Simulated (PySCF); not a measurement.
## `C[C@H]1[CH2][Ge@H]([AsH2])[CH2]1`, C$_{4}$H$_{11}$AsGe

Molfile (atoms numbered from 1):
```
C4H11AsGe
     RDKit          3D

 17 17  0  0  0  0  0  0  0  0999 V2000
   -2.1371    0.5542   -0.2559 C   0  0  0  0  0  0  0  0  0  0  0  0
   -0.9915   -0.4371   -0.3845 C   0  0  1  0  0  0  0  0  0  0  0  0
    0.2084    0.2057   -1.1026 C   0  0  0  0  0  0  0  0  0  0  0  0
    1.1136    0.5022    0.6640 Ge  0  0  2  0  0  4  0  0  0  0  0  0
    3.4165   -0.1505    1.0334 As  0  0  0  0  0  3  0  0  0  0  0  0
   -0.3964   -0.7720    0.9960 C   0  0  0  0  0  0  0  0  0  0  0  0
   -2.9583    0.1220    0.3130 H   0  0  0  0  0  0  0  0  0  0  0  0
   -1.7921    1.4505    0.2579 H   0  0  0  0  0  0  0  0  0  0  0  0
   -2.5116    0.8388   -1.2377 H   0  0  0  0  0  0  0  0  0  0  0  0
   -1.3540   -1.3301   -0.9056 H   0  0  0  0  0  0  0  0  0  0  0  0
   -0.0613    1.0424   -1.7430 H   0  0  0  0  0  0  0  0  0  0  0  0
    0.7452   -0.5241   -1.7101 H   0  0  0  0  0  0  0  0  0  0  0  0
    0.8084    1.8969    1.2410 H   0  0  0  0  0  0  0  0  0  0  0  0
    3.8419    0.6636   -0.1561 H   0  0  0  0  0  0  0  0  0  0  0  0
    3.2058   -1.3269    0.1239 H   0  0  0  0  0  0  0  0  0  0  0  0
   -0.0530   -1.8066    1.0379 H   0  0  0  0  0  0  0  0  0  0  0  0
   -1.0914   -0.6181    1.8187 H   0  0  0  0  0  0  0  0  0  0  0  0
  1  2  1  0
  2  3  1  0
  3  4  1  0
  4  5  1  0
  4  6  1  0
  6  2  1  0
  1  7  1  0
  1  8  1  0
  1  9  1  0
  2 10  1  6
  3 11  1  0
  3 12  1  0
  4 13  1  1
  5 14  1  0
  5 15  1  0
  6 16  1  0
  6 17  1  0
M  END
```

Level of theory: GIAO wB97X-D/STO-3G magnetisability, rotational g tensor and spin-rotation constants, non-relativistic, gas phase in PySCF. Geometry: GFN2-xTB.

The calculation is non-relativistic, which matters for the atoms heavier than Zn.

(1) Give the nuclear spin-rotation constants along the inertial axes (H = +C I·J) beside the isotropic shieldings.

Answers

(1) Rotational constants 5.2767, 0.6784, 0.6720 GHz. A star marks the isotopologue with that one atom substituted, in its own axes.
| atom | isotope | Caa (kHz) | Cbb (kHz) | Ccc (kHz) | mean (kHz) | σ (ppm) |
| --- | --- | --- | --- | --- | --- | --- |
| As5 | 75As | 1.880 | 0.193 | 0.154 | 0.742 | 2577.7 |
| H7 | 1H | -0.371 | -0.021 | -0.071 | -0.154 | 32.0 |
| H8 | 1H | -0.474 | -0.077 | 0.001 | -0.183 | 31.8 |
| H9 | 1H | -0.374 | -0.019 | -0.072 | -0.155 | 32.0 |
| H10 | 1H | -0.466 | -0.072 | 0.003 | -0.178 | 31.4 |
| H11 | 1H | -0.455 | -0.030 | -0.054 | -0.179 | 32.3 |
| H12 | 1H | -0.470 | -0.063 | -0.011 | -0.181 | 31.7 |
| H13 | 1H | -0.530 | -0.062 | 0.021 | -0.190 | 30.3 |
| H14 | 1H | -0.556 | -0.003 | -0.077 | -0.212 | 33.1 |
| H15 | 1H | -0.523 | -0.073 | -0.006 | -0.201 | 32.8 |
| H16 | 1H | -0.474 | -0.066 | -0.007 | -0.182 | 31.7 |
| H17 | 1H | -0.450 | -0.026 | -0.058 | -0.178 | 32.3 |
| C1 | 13C* | 0.358 | 0.047 | 0.051 | 0.152 | 211.7 |
| C2 | 13C* | 0.504 | 0.046 | 0.071 | 0.207 | 199.4 |
| C3 | 13C* | 0.268 | 0.051 | 0.055 | 0.124 | 213.6 |
| Ge4 | 73Ge* | -0.885 | -0.075 | -0.127 | -0.362 | 2002.9 |

For the geometry as given, no vibrational averaging.
